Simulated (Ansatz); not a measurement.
Hg₂O₃⁻. Total charge -1; doublet. Geometry PBE0-D4/def2-SVPD.

```xyz
5

Hg   -1.009   -1.520    1.734
Hg    0.965    0.572   -0.176
O    -0.742    0.503   -1.457
O    -1.723   -0.227   -1.022
O     2.509    0.672    0.920
```

In the def2 sets Hg takes a core potential; there is no spin–orbit coupling. HSE06 is defined as in plane-wave codes, on full-range PBE exchange. The structure holds 1 bond(s) between oxygen atoms. Another isomer (doublet) lies 0.33 eV lower at PBE0-D4/def2-TZVPD; other spin states weren't run for this one.

Task: Estimate the α-spin orbital energies around the gap (eV) in Ansatz with PBE-D4/def2-TZVPD, r2SCAN-D4/def2-TZVPD, PBE0-D4/def2-TZVPD, HSE06-D4/def2-TZVPD, ωB97X-V/def2-TZVPD.

Result: 
```tsv
orbital	PBE-D4/def2-TZVPD	r2SCAN-D4/def2-TZVPD	PBE0-D4/def2-TZVPD	HSE06-D4/def2-TZVPD	ωB97X-V/def2-TZVPD
HOMO−5	-3.31	-3.50	-4.21	-3.81	-6.39
HOMO−4	-2.76	-2.92	-3.68	-3.29	-5.90
HOMO−3	-1.38	-1.96	-3.39	-2.98	-5.85
HOMO−2	-0.82	-1.14	-2.32	-1.92	-4.63
HOMO−1	-0.58	-0.68	-1.74	-1.34	-4.10
HOMO	-0.56	-0.68	-1.74	-1.34	-4.08
LUMO	1.93	2.21	2.56	2.23	3.89
LUMO+1	2.12	2.43	2.61	2.29	3.91
LUMO+2	2.51	2.87	3.01	2.70	4.27
LUMO+3	2.59	2.97	3.29	2.96	4.71
LUMO+4	3.42	3.81	3.93	3.63	5.06
LUMO+5	3.59	4.28	4.11	3.83	5.49
β HOMO	-0.51	-0.66	-1.74	-1.34	-4.08
β LUMO	0.45	0.81	1.95	1.56	3.86
```
